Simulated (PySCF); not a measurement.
C3H3, doublet (typed; the unrestricted solution is spin-contaminated), at a GFN2-xTB geometry, with bond 4-3 at 2.2 times its length; PBE0/def2-SVP in PySCF.

PySCF was given this input:
```python
from pyscf import gto, scf, dft

mol = gto.Mole()
mol.atom = '''
    C     0.00175930   -0.00079138    0.33446282
    C     0.00804284   -0.00361788    1.52903105
    C    -0.00590540    0.00265640   -1.12268107
    H     0.09501579    2.26329771   -1.90756722
    H     0.85747672   -0.55120368   -1.48748952
    H    -0.92082503   -0.46849982   -1.47793980
'''
mol.basis = 'def2-svp'
mol.spin = 1
mol.verbose = 4
mol.build()

mf = dft.UKS(mol)
mf.xc = 'pbe0'
mf.kernel()
mo_i, mo_e, stable_i, stable_e = mf.stability(internal=True, external=False, return_status=True, nroots=6, tol=1e-6)
print('internally stable:', stable_i, ' externally stable:', stable_e)
if not stable_i:
    umf = mf.copy()
    umf.scf_summary = {}
    umf.kernel(umf.make_rdm1(mo_i, mf.mo_occ))
mf.analyze()
```

Task: Predict the main parts of the log of this PySCF run.

Result: 
```
PySCF version 2.14.0

[INPUT] verbose = 4
[INPUT] num. atoms = 6
[INPUT] num. electrons = 21
[INPUT] charge = 0
[INPUT] spin (= nelec alpha-beta = 2S) = 1
[INPUT] symmetry False subgroup None
[INPUT] Mole.unit = angstrom
[INPUT] Symbol           X                Y                Z      unit          X                Y                Z       unit  Magmom
[INPUT]  1 C      0.001759300000  -0.000791380000   0.334462820000 AA    0.003324595171  -0.001495491460   0.632043128650 Bohr   0.0
[INPUT]  2 C      0.008042840000  -0.003617880000   1.529031050000 AA    0.015198764864  -0.006836802352   2.889449920456 Bohr   0.0
[INPUT]  3 C     -0.005905400000   0.002656400000  -1.122681070000 AA   -0.011159588656   0.005019868477  -2.121559747534 Bohr   0.0
[INPUT]  4 H      0.095015790000   2.263297710000  -1.907567220000 AA    0.179553820609   4.277012810255  -3.604779609998 Bohr   0.0
[INPUT]  5 H      0.857476720000  -0.551203680000  -1.487489520000 AA    1.620396158990  -1.041623994052  -2.810947805961 Bohr   0.0
[INPUT]  6 H     -0.920825030000  -0.468499820000  -1.477939800000 AA   -1.740107115344  -0.885336349208  -2.792901450594 Bohr   0.0

nuclear repulsion = 50.8258747100671
number of shells = 27
number of NR pGTOs = 93
number of NR cGTOs = 57
basis = def2-svp
ecp = {}

******** <class 'pyscf.dft.uks.UKS'> ********
method = UKS
initial guess = minao
damping factor = 0
level_shift factor = 0
DIIS = <class 'pyscf.scf.diis.CDIIS'>
diis_start_cycle = 1
diis_space = 8
diis_damp = 0
SCF conv_tol = 1e-09
SCF conv_tol_grad = None
SCF max_cycles = 50
direct_scf = True
direct_scf_tol = 1e-13
number electrons alpha = 11  beta = 10
XC library pyscf.dft.libxc version 7.1.2
    S. Lehtola, C. Steigemann, M. J. T. Oliveira, and M. A. L. Marques,  SoftwareX 7, 1–5 (2018)
XC functionals = pbe0
    C. Adamo and V. Barone,  J. Chem. Phys. 110, 6158 (1999)
    M. Ernzerhof and G. E. Scuseria,  J. Chem. Phys. 110, 5029 (1999)
radial grids:
    Treutler-Ahlrichs [JCP 102, 346 (1995); DOI:10.1063/1.469408] (M4) radial grids

becke partition: Becke, JCP 88, 2547 (1988); DOI:10.1063/1.454033
pruning grids: <function nwchem_prune>
grids dens level: 3
symmetrized grids: False
atomic radii adjust function: <function treutler_atomic_radii_adjust>
small_rho_cutoff = 0
Set gradient conv threshold to 3.16228e-05
tot grids = 71784
init E= -115.721205824246

cycle= 1 E= -115.34190574214  delta_E= 0.379  |g|= 0.394  |ddm|= 1.81
cycle= 2 E= -113.713817562548  delta_E= 1.63  |g|= 1.22  |ddm|= 1.98
cycle= 3 E= -115.495188692741  delta_E= -1.78  |g|= 0.226  |ddm|= 1.94
cycle= 4 E= -115.520080569124  delta_E= -0.0249  |g|= 0.108  |ddm|= 0.329
cycle= 5 E= -115.53657147952  delta_E= -0.0165  |g|= 0.0442  |ddm|= 0.214
cycle= 6 E= -115.538683249652  delta_E= -0.00211  |g|= 0.0225  |ddm|= 0.0967
cycle= 7 E= -115.539618227635  delta_E= -0.000935  |g|= 0.0114  |ddm|= 0.0557
cycle= 8 E= -115.540373084671  delta_E= -0.000755  |g|= 0.00764  |ddm|= 0.0562
cycle= 9 E= -115.540721194521  delta_E= -0.000348  |g|= 0.00489  |ddm|= 0.0393
cycle= 10 E= -115.540983633553  delta_E= -0.000262  |g|= 0.00348  |ddm|= 0.0468
cycle= 11 E= -115.541090496509  delta_E= -0.000107  |g|= 0.00381  |ddm|= 0.0238
cycle= 12 E= -115.540994188789  delta_E= 9.63e-05  |g|= 0.00347  |ddm|= 0.0221
cycle= 13 E= -115.540830725565  delta_E= 0.000163  |g|= 0.0028  |ddm|= 0.0564
cycle= 14 E= -115.540734850158  delta_E= 9.59e-05  |g|= 0.00295  |ddm|= 0.0776
cycle= 15 E= -115.540734694832  delta_E= 1.55e-07  |g|= 0.00294  |ddm|= 0.00193
cycle= 16 E= -115.540737249933  delta_E= -2.56e-06  |g|= 0.00216  |ddm|= 0.00555
cycle= 17 E= -115.54074054614  delta_E= -3.3e-06  |g|= 0.00086  |ddm|= 0.00728
cycle= 18 E= -115.540741095396  delta_E= -5.49e-07  |g|= 0.000696  |ddm|= 0.00858
cycle= 19 E= -115.540741355909  delta_E= -2.61e-07  |g|= 0.000123  |ddm|= 0.00383
cycle= 20 E= -115.540741365275  delta_E= -9.37e-09  |g|= 1.06e-05  |ddm|= 0.000787
cycle= 21 E= -115.54074136552  delta_E= -2.44e-10  |g|= 3.9e-06  |ddm|= 6.3e-05
Extra cycle  E= -115.540741365541  delta_E= -2.12e-11  |g|= 4.67e-06  |ddm|= 2.04e-05
converged SCF energy = -115.540741365541  <S^2> = 0.98023955  2S+1 = 2.2183233
uhf_internal: lowest eigs of H = [-0.04024765  0.03287519  0.12480455  0.16478866  0.1729399   0.30982993]
<class 'pyscf.dft.uks.UKS'> wavefunction has an internal instability
internally stable: False  externally stable: None

******** <class 'pyscf.dft.uks.UKS'> ********
method = UKS
initial guess = minao
damping factor = 0
level_shift factor = 0
DIIS = <class 'pyscf.scf.diis.CDIIS'>
diis_start_cycle = 1
diis_space = 8
diis_damp = 0
SCF conv_tol = 1e-09
SCF conv_tol_grad = None
SCF max_cycles = 50
direct_scf = True
direct_scf_tol = 1e-13
number electrons alpha = 11  beta = 10
XC library pyscf.dft.libxc version 7.1.2
    S. Lehtola, C. Steigemann, M. J. T. Oliveira, and M. A. L. Marques,  SoftwareX 7, 1–5 (2018)
XC functionals = pbe0
    C. Adamo and V. Barone,  J. Chem. Phys. 110, 6158 (1999)
    M. Ernzerhof and G. E. Scuseria,  J. Chem. Phys. 110, 5029 (1999)
radial grids:
    Treutler-Ahlrichs [JCP 102, 346 (1995); DOI:10.1063/1.469408] (M4) radial grids

becke partition: Becke, JCP 88, 2547 (1988); DOI:10.1063/1.454033
pruning grids: <function nwchem_prune>
grids dens level: 3
symmetrized grids: False
atomic radii adjust function: <function treutler_atomic_radii_adjust>
small_rho_cutoff = 0
Set gradient conv threshold to 3.16228e-05
init E= -115.510078893489
cycle= 1 E= -115.435988944404  delta_E= 0.0741  |g|= 0.421  |ddm|= 0.875
cycle= 2 E= -114.297578871248  delta_E= 1.14  |g|= 1.25  |ddm|= 1.58
cycle= 3 E= -115.535166353651  delta_E= -1.24  |g|= 0.101  |ddm|= 1.47
cycle= 4 E= -115.536830667007  delta_E= -0.00166  |g|= 0.111  |ddm|= 0.236
cycle= 5 E= -115.543802895423  delta_E= -0.00697  |g|= 0.02  |ddm|= 0.0993
cycle= 6 E= -115.544150273641  delta_E= -0.000347  |g|= 0.0068  |ddm|= 0.0307
cycle= 7 E= -115.544253519364  delta_E= -0.000103  |g|= 0.00306  |ddm|= 0.0204
cycle= 8 E= -115.544284214858  delta_E= -3.07e-05  |g|= 0.00129  |ddm|= 0.0118
cycle= 9 E= -115.544292903678  delta_E= -8.69e-06  |g|= 0.000596  |ddm|= 0.00847
cycle= 10 E= -115.544293578332  delta_E= -6.75e-07  |g|= 0.000178  |ddm|= 0.00217
cycle= 11 E= -115.544293662037  delta_E= -8.37e-08  |g|= 0.000106  |ddm|= 0.000894
cycle= 12 E= -115.544293701385  delta_E= -3.93e-08  |g|= 9.14e-05  |ddm|= 0.00069
cycle= 13 E= -115.54429373482  delta_E= -3.34e-08  |g|= 6.01e-05  |ddm|= 0.000799
cycle= 14 E= -115.544293767413  delta_E= -3.26e-08  |g|= 1.3e-05  |ddm|= 0.00157
cycle= 15 E= -115.544293769  delta_E= -1.59e-09  |g|= 6.91e-06  |ddm|= 0.000382
cycle= 16 E= -115.544293769045  delta_E= -4.49e-11  |g|= 2.87e-06  |ddm|= 1.53e-05
Extra cycle  E= -115.544293769057  delta_E= -1.17e-11  |g|= 3.36e-06  |ddm|= 9.81e-06
converged SCF energy = -115.544293769057  <S^2> = 1.2287636  2S+1 = 2.4320885
**** SCF Summaries ****
Total Energy =                        -115.540741365541010
Nuclear Repulsion Energy =              50.825874710067076
One-electron Energy =                 -254.408202267216637
Two-electron Energy =                   88.041586191608545
Two-electron Coulomb Energy =          105.018973124104434
DFT Exchange-Correlation Energy =      -16.977386932495889
**** MO energy ****
                             alpha | beta                alpha | beta
MO #1   energy= -10.3361978822097  | -10.3448372164076  occ= 1 | 1
MO #2   energy= -10.2596825724774  | -10.2539811677946  occ= 1 | 1
MO #3   energy= -10.2450427900855  | -10.2412857056335  occ= 1 | 1
MO #4   energy= -0.833315694809004 | -0.826036232227767 occ= 1 | 1
MO #5   energy= -0.740488026086334 | -0.737286456113174 occ= 1 | 1
MO #6   energy= -0.516357492143636 | -0.517467040288877 occ= 1 | 1
MO #7   energy= -0.490997097781418 | -0.495805339494092 occ= 1 | 1
MO #8   energy= -0.38968533715606  | -0.368500733830093 occ= 1 | 1
MO #9   energy= -0.343465928928599 | -0.30044892640869  occ= 1 | 1
MO #10  energy= -0.307473867488609 | -0.274972080329322 occ= 1 | 1
MO #11  energy= -0.281915989800656 | -0.181253448259132 occ= 1 | 0
MO #12  energy= -0.148880632043842 | -0.0645134485885346 occ= 0 | 0
MO #13  energy= 0.0593448963869435 | 0.0617681165579258 occ= 0 | 0
MO #14  energy= 0.0617879418461785 | 0.0649742152011218 occ= 0 | 0
MO #15  energy= 0.0972594032012317 | 0.119812071064997  occ= 0 | 0
MO #16  energy= 0.139232788861769  | 0.136665055857005  occ= 0 | 0
MO #17  energy= 0.199537173826791  | 0.199772587666986  occ= 0 | 0
MO #18  energy= 0.308530548614276  | 0.310876796849717  occ= 0 | 0
MO #19  energy= 0.393584378925624  | 0.400800698143166  occ= 0 | 0

To work with the spin densities directly, `use mulliken_meta_spin()` only printing them here.

 ** Mulliken spin pop alpha/beta on meta-lowdin orthogonal AOs **
 ** Mulliken Spin Density (per AO)  **
spin_pop of  0 C 1s       -0.00000
spin_pop of  0 C 2s        0.01516
spin_pop of  0 C 3s       -0.00019
spin_pop of  0 C 2px       0.00591
spin_pop of  0 C 2py       0.30162
spin_pop of  0 C 2pz       0.00614
spin_pop of  0 C 3px      -0.00006
spin_pop of  0 C 3py       0.00009
spin_pop of  0 C 3pz      -0.00034
spin_pop of  0 C 3dxy      0.00000
spin_pop of  0 C 3dyz      0.00026
spin_pop of  0 C 3dz^2    -0.00029
spin_pop of  0 C 3dxz      0.00003
spin_pop of  0 C 3dx2-y2    0.00004
spin_pop of  1 C 1s       -0.00000
spin_pop of  1 C 2s        0.00599
spin_pop of  1 C 3s        0.00010
spin_pop of  1 C 2px      -0.00473
spin_pop of  1 C 2py       0.24353
spin_pop of  1 C 2pz      -0.01120
spin_pop of  1 C 3px       0.00007
spin_pop of  1 C 3py       0.00065
spin_pop of  1 C 3pz      -0.00032
spin_pop of  1 C 3dxy      0.00000
spin_pop of  1 C 3dyz      0.00124
spin_pop of  1 C 3dz^2     0.00000
spin_pop of  1 C 3dxz      0.00006
spin_pop of  1 C 3dx2-y2    0.00005
spin_pop of  2 C 1s        0.00000
spin_pop of  2 C 2s       -0.05925
spin_pop of  2 C 3s        0.00003
spin_pop of  2 C 2px      -0.01471
spin_pop of  2 C 2py      -0.34612
spin_pop of  2 C 2pz      -0.06040
spin_pop of  2 C 3px       0.00024
spin_pop of  2 C 3py      -0.00017
spin_pop of  2 C 3pz       0.00005
spin_pop of  2 C 3dxy      0.00024
spin_pop of  2 C 3dyz      0.00033
spin_pop of  2 C 3dz^2     0.00009
spin_pop of  2 C 3dxz     -0.00005
spin_pop of  2 C 3dx2-y2    0.00023
spin_pop of  3 H 1s        0.88292
spin_pop of  3 H 2s        0.00364
spin_pop of  3 H 2px      -0.00000
spin_pop of  3 H 2py      -0.00002
spin_pop of  3 H 2pz      -0.00000
spin_pop of  4 H 1s        0.01465
spin_pop of  4 H 2s       -0.00006
spin_pop of  4 H 2px       0.00002
spin_pop of  4 H 2py      -0.00000
spin_pop of  4 H 2pz      -0.00003
spin_pop of  5 H 1s        0.01465
spin_pop of  5 H 2s       -0.00006
spin_pop of  5 H 2px       0.00003
spin_pop of  5 H 2py      -0.00002
spin_pop of  5 H 2pz      -0.00003
 ** Mulliken Spin Density (per atom)  **
spin density of  0 C =      0.32837
spin density of  1 C =      0.23544
spin density of  2 C =     -0.47948
spin density of  3 H =      0.88653
spin density of  4 H =      0.01457
spin density of  5 H =      0.01457
 ** Mulliken pop alpha/beta on meta-lowdin orthogonal AOs **
 ** Mulliken pop       alpha | beta **
In total            11.00000 | 10.00000
 ** Mulliken atomic charges   ( Nelec_alpha | Nelec_beta ) **
charge of  0C =     -0.04688  (     3.18762      2.85925 )
charge of  1C =     -0.17570  (     3.20557      2.97013 )
charge of  2C =     -0.13054  (     2.82553      3.30501 )
charge of  3H =      0.05034  (     0.91810      0.03156 )
charge of  4H =      0.15139  (     0.43159      0.41702 )
charge of  5H =      0.15139  (     0.43159      0.41702 )
Dipole moment(X, Y, Z, Debye): -0.02629, -0.02869, -4.64752
```
